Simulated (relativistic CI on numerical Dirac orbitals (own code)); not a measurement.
**One change at a time: Er²⁰⁺**

Base calculation: Dirac-Coulomb-Breit CI, separate exchange-only KLI orbitals for each configuration, QED by a radiative potential, unscaled Slater integrals.

Configuration list (outside the closed core [Ar] 3d10): 4s2 4p6 4d10 4f2, 4s2 4p6 4d10 4f 5s, 4s2 4p6 4d10 5s2, 4s2 4p6 4d10 4f 5p, 4s2 4p6 4d9 4f3, 4s2 4p6 4d10 5s 5p, 4s2 4p6 4d10 5p2, 4s2 4p6 4d10 5s 5d, 4s2 4p6 4d10 4f 5d, 4s2 4p6 4d10 5p 5d, 4s2 4p5 4d10 4f3, 4s2 4p6 4d10 4f 5f, 4s2 4p6 4d9 4f2 5s, 4s2 4p6 4d10 5d2, 4s2 4p6 4d10 4f 6s, 4s2 4p6 4d10 4f 6p, 4s2 4p6 4d9 4f2 5p, 4s 4p6 4d10 4f3, 4s2 4p6 4d10 4f 5g, 4s2 4p6 4d10 4f 6d, 4s2 4p6 4d10 4f 7s, 4s2 4p6 4d10 4f 6g, 4s2 4p5 4d10 4f2 5s, 4s2 4p6 4d9 4f2 5f, 4s 4p6 4d10 4f 5s2, 4s2 4p6 4d9 4f2 6p, 4s 4p6 4d10 4f 5p2, 4s 4p6 4d10 4f 5s 5d. Double excitations out of closed p, d and f shells are left out; levels of such configurations are missing from the list, as are those of other unlisted configurations, and high levels can miss mixing partners.

The lowest level and the first level of each name with at least 55 % of one term (blank where a level has no safe partner in the second run):

| Level | Base (cm⁻¹) | Shift (cm⁻¹) |
| --- | --- | --- |
| 4s2 4p6 4d10 4f2 3H_4 | 0 | 0 |
| 4s2 4p6 4d10 4f2 3H_5 | 12364 | +872 |
| 4s2 4p6 4d10 4f2 3F_2 | 14458 | -107 |
| 4s2 4p6 4d10 4f2 3F_3 | 23258 | +598 |
| 4s2 4p6 4d10 4f2 3H_6 | 23888 | +1706 |
| 4s2 4p6 4d10 4f2 1D_2 | 51344 | +495 |
| 4s2 4p6 4d10 4f2 3P_0 | 58913 | -105 |
| 4s2 4p6 4d10 4f2 1I_6 | 62879 | +1349 |
| 4s2 4p6 4d10 4f2 3P_1 | 63582 | +258 |
| 4s2 4p6 4d10 4f2 3P_2 | 71809 | +1201 |
| 4s2 4p6 4d10 4f2 1S_0 | 138247 | +474 |
| 4s2 4p6 4d10 4f 5s 3F°_2 | 429686 | -2639 |
| 4s2 4p6 4d10 4f 5s 3F°_3 | 432282 | -2545 |
| 4s2 4p6 4d10 4f 5s 3F°_4 | 444562 | -1684 |
| 4s2 4p6 4d10 4f 5s 1F°_3 | 450436 | -1762 |
| 4s2 4p6 4d10 4f 5p 3G_3 | 710314 | -3928 |
| 4s2 4p6 4d10 4f 5p 3F_2 | 715069 | -3971 |
| 4s2 4p6 4d10 4f 5p 3D_1 | 843885 | -2636 |
| 4s2 4p6 4d10 4f 5p 1G_4 | 849498 | -1982 |
| 4s2 4p6 4d10 4f 5p 3G_5 | 850217 | -1610 |
| 4s2 4p6 4d10 4f 5p 1D_2 | 863512 | -1716 |
| 4s2 4p6 4d10 5s2 1S_0 | 932237 | -5351 |

At this charge transitions that keep the count of f electrons are usually good to a few per cent. Terms inside the open d or f shell come out 10 to 20 % too wide with unscaled integrals. Levels that differ in their count of f electrons can be misplaced by several ten thousand cm⁻¹, since the correlation energy of f electrons is missing or only estimated; rates across such gaps can be off by orders of magnitude.

Question: One thing was changed in a second run, which moved the levels as shown. Which?
A. configuration mixing switched off
B. valence Slater integrals scaled by 0.9
C. Breit term removed
D. QED terms removed
E. only the first 3 configurations

Answer: C. Breit term removed. The Breit term mainly narrows fine-structure intervals, so removing it widens them.

LS names give the leading component of a level, which can be under half, so a name can repeat, a term be missing and a line seem to break the LS rules.
